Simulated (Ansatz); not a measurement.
## Molecular dynamics of BBrH5NSi

Input:

```yaml
crystal:
  periodic: [false, false, false]
  atoms:
    - { symbol: B, position_ang: [-0.612246, 1.478498, -0.688923] }
    - { symbol: Si, position_ang: [0.085026, -0.310134, -0.659626] }
    - { symbol: "N", position_ang: [0.434679, -0.850093, 1.093126] }
    - { symbol: Br, position_ang: [-0.664752, -2.062667, -1.864865] }
    - { symbol: H, position_ang: [-1.001617, 2.012257, -1.706852] }
    - { symbol: H, position_ang: [-0.356659, 2.147396, 0.298677] }
    - { symbol: H, position_ang: [1.37889, -0.086867, 0.384325] }
    - { symbol: H, position_ang: [1.006674, -1.690974, 1.221828] }
    - { symbol: H, position_ang: [-0.181495, -0.683716, 1.905109] }
basis:
  gaussian: { orbitals: def2-SVP }
hamiltonian:
  xc: pbe
  dispersion: d4
md:
  timestep: 0.5
  n_steps: 200
  ensemble: nve
  temperature: 300.0
  initial_velocities: maxwell_boltzmann
  seed: 10365
```

Launched with:

```bash
$ ansatz run input.yaml --threads 2 --pin off --max-ram 3072MiB --backend cpu --events-out ev --progress --plain --runs-dir out
```

It starts at the highest image of a converged band. Of that band: Neighbouring images differ by up to 1.2 eV, so the band resolves the path poorly. A vibrational analysis at the climbing image gives one clearly imaginary mode, 1330i cm⁻¹: a first-order saddle point.

Output, in part (step lines, the closing report, with atoms numbered from 0):

```
md step     0: t =     0.00 fs  T =   300.0 K  F+E_penalty+E_count = -80139.96987541 eV  E_kin = 0.271446 eV  conserved = -80139.69842941 eV  (30 SCF iters)
[... lines left out ...]
Total energy: -80140.83168315 eV, -2945.1212429489 hartree
Atom 0 at    -1.028583     1.040831    -0.694285 Å, force    -0.552252     0.502832    -0.797304 eV/Å
Atom 1 at     0.512672    -0.114885    -0.963334 Å, force     1.226101    -0.711857    -0.120844 eV/Å
Atom 2 at     0.325553    -1.073499     0.885374 Å, force    -1.908325     1.216647     1.306135 eV/Å
Atom 3 at    -0.697205    -2.004576    -1.723551 Å, force    -0.199092    -0.040679    -0.582677 eV/Å
Atom 4 at    -1.397930     1.786386    -1.634988 Å, force     0.063880    -0.472175     0.646237 eV/Å
Atom 5 at    -1.505852     1.182863     0.407510 Å, force    -0.219592     0.343991     0.373180 eV/Å
Atom 6 at     1.009601    -1.391248     1.620988 Å, force    -0.306949     0.154723    -1.002296 eV/Å
Atom 7 at    -0.349277    -1.855696     0.563981 Å, force     0.921024     0.917989     0.825327 eV/Å
Atom 8 at    -0.272063    -0.271032     1.349982 Å, force     0.975205    -1.911472    -0.647758 eV/Å
Dipole moment:     0.071813    -0.154052     0.994298 e Å
```

The steps, from the saved trajectory:

| time (fs) | T (K) | potential energy less start (eV) | conserved less start (meV/atom) |
| --- | --- | --- | --- |
| 0.0 | 300 | 0.000 | 0.00 |
| 3.0 | 244 | 0.051 | 0.06 |
| 6.0 | 238 | 0.056 | 0.04 |
| 9.0 | 316 | -0.014 | 0.11 |
| 12.0 | 729 | -0.389 | -0.03 |
| 15.0 | 1075 | -0.702 | -0.05 |
| 18.0 | 1062 | -0.689 | 0.00 |
| 21.0 | 1154 | -0.773 | -0.03 |
| 24.0 | 1141 | -0.761 | -0.03 |
| 27.0 | 983 | -0.620 | -0.17 |
| 30.0 | 802 | -0.453 | 0.13 |
| 33.0 | 1053 | -0.684 | -0.23 |
| 36.0 | 993 | -0.629 | -0.23 |
| 39.0 | 720 | -0.378 | 0.14 |
| 42.0 | 974 | -0.611 | -0.17 |
| 45.0 | 1169 | -0.788 | -0.22 |
| 48.0 | 874 | -0.519 | 0.08 |
| 51.0 | 819 | -0.471 | -0.14 |
| 54.0 | 799 | -0.451 | 0.07 |
| 57.0 | 813 | -0.465 | -0.09 |
| 60.0 | 529 | -0.206 | 0.04 |
| 63.0 | 554 | -0.229 | 0.09 |
| 66.0 | 777 | -0.433 | -0.24 |
| 69.0 | 497 | -0.178 | 0.07 |
| 72.0 | 447 | -0.134 | -0.06 |
| 75.0 | 696 | -0.361 | -0.22 |
| 78.0 | 830 | -0.480 | -0.03 |
| 81.0 | 926 | -0.568 | -0.16 |
| 84.0 | 967 | -0.603 | 0.01 |
| 87.0 | 1198 | -0.813 | -0.13 |
| 90.0 | 1188 | -0.805 | -0.12 |
| 93.0 | 1011 | -0.643 | 0.07 |
| 96.0 | 1156 | -0.775 | -0.05 |
| 99.0 | 1281 | -0.888 | -0.11 |

All steps were run. The conserved energy stayed within 0.31 meV per atom of its start (net change -0.12 meV per atom), so the integration is sound. The system heated up, since it started high on the potential surface and ran downhill. A run of 0.1 ps of so small a system gives no equilibrium averages. The orbitals stay closed-shell, which can raise the energy where a bond breaks towards radicals; this wasn't checked here.

The step under study would form N3–H7 and break Si2–H7. These pairs go: N3–H7 1.41 → 1.05 Å, Si2–H7 1.68 → 2.92 Å. In the last frame they stand as after the step (other bonds may differ from the relaxed reactants and products). It ends as one piece, BBrH5NSi. Pairs count as bonded within 1.25 times the sum of covalent radii (0.12 Å more for H–H).

Last frame:

```xyz
9
Properties=species:S:1:pos:R:3
B -1.029 1.041 -0.694
Si 0.513 -0.115 -0.963
N 0.326 -1.073 0.885
Br -0.697 -2.005 -1.724
H -1.398 1.786 -1.635
H -1.506 1.183 0.407
H 1.010 -1.391 1.621
H -0.349 -1.856 0.564
H -0.272 -0.271 1.350
```

The run took 5.7 min on 2 threads of Arm Neoverse V1, on a shared host, peak memory 0.14 GiB.
